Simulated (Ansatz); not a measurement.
Total energies of [SiI3]- (SiI₃⁻) from Ansatz at PBE0-D4/def2-TZVPD, gas phase (1 Eh = 27.2114 eV = 2625.5 kJ/mol). The reference geometry is relaxed at r2SCAN-D4/def2-SVPD.

```json
{"state": "charge -1 singlet", "geometry": "reference", "energy (Eh)": "-1182.76367"}
{"state": "charge 0 doublet", "geometry": "reference", "energy (Eh)": "-1182.62199"}
{"state": "charge 0 doublet", "geometry": "relaxed at r2SCAN-D4/def2-SVPD", "energy (Eh)": "-1182.64902"}
```

In the def2 sets I takes a core potential; there is no spin–orbit coupling.

(1) Work out the vertical ionisation energy to the doublet.

(2) How much does the charge 0 doublet relax, and what is the adiabatic ionisation energy?

(1) E(charge 0 doublet) − E(charge -1 singlet) = -1182.62199 − (-1182.76367) = 0.14168 Eh = 3.86 eV. For comparison, −ε of the highest occupied level is 2.36 eV at this level, 1.50 eV less.

(2) Relaxation: -1182.62199 − (-1182.64902) = 0.02703 Eh = 0.74 eV. Adiabatic ionisation energy: 0.11465 Eh = 3.12 eV, without zero-point energy.
